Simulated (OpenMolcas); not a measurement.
4d² along the 38-electron sequence

| Quantity | Value |
| --- | --- |
| Program | OpenMolcas |
| Method | SS-CASPT2, IPEA 0.25 Eh, imaginary shift 0.1 Eh |
| Basis | ANO-RCC-VTZP |
| Scalar Hamiltonian | DKH2, point nucleus |
| Spin-orbit coupling | state interaction with AMFI integrals over the reference wave functions, term energies averaged over their components |

Active space for each ion: 2 electrons in 5 orbitals (4d); closed shells correlated by CASPT2: 4s 4p.

Computed levels in cm-1 above ³F₂:

```csv
Level,Mo4+,Tc5+,Ru6+,Rh7+
³F₃,1527,2090,2750,3540
³F₄,3260,4400,5700,7250
¹D₂,10070,11730,13170,15100
³P₀,11770,13180,14360,16020
³P₁,12400,14070,15560,17630
³P₂,13800,16110,18350,21340
¹G₄,16960,19220,21700,24510
¹S₀,38080,43360,48590,54090
weight of ³F in the lowest level (%),98,98,97,96
```

Mixed levels, with the weight of the term that names them: Ru6+ ¹D₂ (74 %), Rh7+ ¹D₂ (69 %), Rh7+ ³P₂ (72 %).

Measured, with the error of the calculation in %. Measured levels: Mo4+ from Sugar and Musgrove, J. Phys. Chem. Ref. Data 17, 155 (1988).

| Level | Mo4+ |
| --- | --- |
| ³F₃ | 1578 (-3.3) |
| ³F₄ | 3357 (-3.0) |
| ¹D₂ | 10190 (-1.2) |
| ³P₀ | 11161 (+5.4) |
| ³P₁ | 11807 (+5.0) |
| ³P₂ | 13408 (+2.9) |
| ¹G₄ | 16354 (+3.7) |
| ¹S₀ | 37738 (+0.9) |

The fine-structure level ³F₄ changes by a factor of 2.22 from Mo4+ to Rh7+. Its fourth root runs 7.56, 8.14, 8.69, 9.23, with steps per unit of Z of 0.59, 0.54, 0.54; equal steps would mean a (Z - σ)^4 law with constant σ.

¹D₂ changes by a factor of 1.5 over the same range, with steps per unit of Z of +1660, +1440, +1930 cm-1.

CASPT2 does not keep the components of a term degenerate, so their means are used; among the terms shown or strongly mixed into the levels shown the widest spread is 750 cm-1 (4d² ¹G, Rh7+). Measured partners are found by configuration, term and J. A level has none where our copy of the source lacks it or the pairing is in doubt (some pairs that miss far off the trend of their configuration count as doubtful), and it then counts in no deviation. Levels of configurations outside the active space are missing.
